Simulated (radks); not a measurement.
Q: Ionisation ladder of gallium, from Ga to Ga4+. Each ion is in the ground configuration listed by NIST, and IE = E(next ion) - E(this ion). All-electron calculation, scalar-relativistic Kohn-Sham, BLYP, spin-polarised, spherical densities, point nucleus; open shells are filled with parallel spins first. Program: a radial shooting solver on a logarithmic mesh with Libxc functionals.

| species | configuration | IE, Delta-SCF (eV) | -e(HOMO) (eV) | HOMO |
|---|---|---|---|---|
| Ga | [Ar] 3d10 4s2 4p1 | ? | 2.702 | 4p up |
| Ga+ | [Ar] 3d10 4s2 | 20.957 | 16.368 | 4s |
| Ga2+ | [Ar] 3d10 4s1 | 31.827 | 26.760 | 4s up |
| Ga3+ | [Ar] 3d10 | 63.528 | 52.477 | 3d |
| Ga4+ | [Ar] 3d9 | ? | 74.999 | 3d down |

Estimate the withheld Delta-SCF values.

A: Ga: 5.793 eV (NIST 5.999); Ga4+: 87.214 eV (NIST 86.0).
